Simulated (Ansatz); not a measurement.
Ga5P4I3: single points at one geometry.

```yaml
crystal:
  periodic: [false, false, false]
  atoms:
    - {symbol: P, position_ang: [-0.687874, -2.258693, 0.749593]}
    - {symbol: P, position_ang: [1.889930, -1.343292, -2.667345]}
    - {symbol: P, position_ang: [-2.327455, 1.719708, -0.236181]}
    - {symbol: P, position_ang: [1.906392, 1.116223, 1.064646]}
    - {symbol: Ga, position_ang: [-1.891374, -0.438203, -0.067671]}
    - {symbol: Ga, position_ang: [0.074583, -2.007861, -1.479402]}
    - {symbol: Ga, position_ang: [0.596306, -0.653375, 1.889657]}
    - {symbol: Ga, position_ang: [2.037143, -0.088765, -0.863172]}
    - {symbol: Ga, position_ang: [-0.133148, 2.119746, 0.196433]}
    - {symbol: I, position_ang: [-2.332792, -2.054922, -2.578458]}
    - {symbol: I, position_ang: [0.243853, -0.586498, 4.376090]}
    - {symbol: I, position_ang: [0.624446, 4.475930, -0.384190]}
basis:
  gaussian: {orbitals: def2-SVP, initial_orbitals: start.molden}
hamiltonian: {xc: pbe0, dispersion: d4}
scf: {omitted_lower_state_checks: [starts]}
output: {orbitals: {seedname: orbitals}}
```

The file start.molden holds the orbitals of an earlier run on this structure, at another level or in another basis.

```sh
$ ansatz run in.yaml --threads 4 --pin off --events-out ev --progress --plain --max-ram 6963MiB
```

It prints (some lines left out):

```
Functional definition: PBE0
3229 factors; integrals over basis functions are off by at most 4.6e-4 eV
mean field evaluation 1: about -323265.0967 eV, gradient 1.3e1 eV
mean field evaluation 2: about -323265.4942 eV, gradient 4.7e-1 eV
mean field evaluation 4: about -323265.5570 eV, gradient 4.9e-3 eV
mean field -323265.55703326 eV, -11879.7901037078 hartree, gradient 1.8e-5 eV, S^2 0.000000; 0 other end points of the search recorded, 0 dependent functions left out
reference -323265.55707195 eV, -11879.7901051296 hartree; 145, 145 occupied and 165, 165 virtual orbitals, 3229 factors
Total energy: -323266.86442565 eV, -11879.8381494919 hartree
Checks for a lower state left out: starts
```

It took 25 s on 4 threads of Intel Xeon on a shared host, peak host memory 2.1 GiB.

First input, but with `hamiltonian: {xc: r2scan, dispersion: d4}` (abridged; 20 s):

```
Functional definition: r2SCAN
mean field -323318.91441454 eV, -11881.7509513031 hartree, gradient 1.7e-5 eV, S^2 0.000000
Total energy: -323319.26186233 eV, -11881.7637197738 hartree
Checks for a lower state left out: starts
```

First input, but with `hamiltonian: {xc: pbe, dispersion: d4}`, `output: {forces: true, orbitals: {seedname: orbitals}}` (abridged; 9.5 s):

```
Functional definition: PBE
mean field -323255.29479426 eV, -11879.4129733807 hartree, gradient 3.8e-5 eV, S^2 0.000000
Total energy: -323256.73947918 eV, -11879.4660645721 hartree
Atom 0 force    -0.000587     0.002139     0.001483 eV/Å
Atom 1 force     0.008979     0.013417     0.006271 eV/Å
Atom 2 force    -0.002108     0.011303    -0.000127 eV/Å
Atom 3 force    -0.004790    -0.002465     0.001959 eV/Å
Atom 4 force     0.003773    -0.015771    -0.004233 eV/Å
Atom 5 force    -0.004520     0.000532     0.000740 eV/Å
Atom 6 force     0.007825    -0.000175     0.003074 eV/Å
Atom 7 force    -0.001115    -0.011907    -0.010180 eV/Å
Atom 8 force     0.003681     0.010588    -0.006204 eV/Å
Atom 9 force    -0.003538     0.002433     0.008313 eV/Å
Atom 10 force    -0.004122     0.000986    -0.004110 eV/Å
Atom 11 force    -0.003478    -0.011079     0.003014 eV/Å
Dipole moment:     0.227260    -0.644588    -0.010059 e Å
Checks for a lower state left out: starts
```

First input, but with `gaussian: {orbitals: STO-3G}`, `hamiltonian: {xc: hf}` (abridged; 24 s):

```
Functional definition: HF
mean field -854561.14987701 eV, -31404.5430156285 hartree, gradient 1.8e-5 eV, S^2 0.000000
Total energy: -854561.14987701 eV, -31404.5430156285 hartree
Checks for a lower state left out: starts
```

Geometry: PBE-D4/def2-SVP.

In the def2 sets I takes a core potential, while STO-3G treats all electrons; there is no spin–orbit coupling.
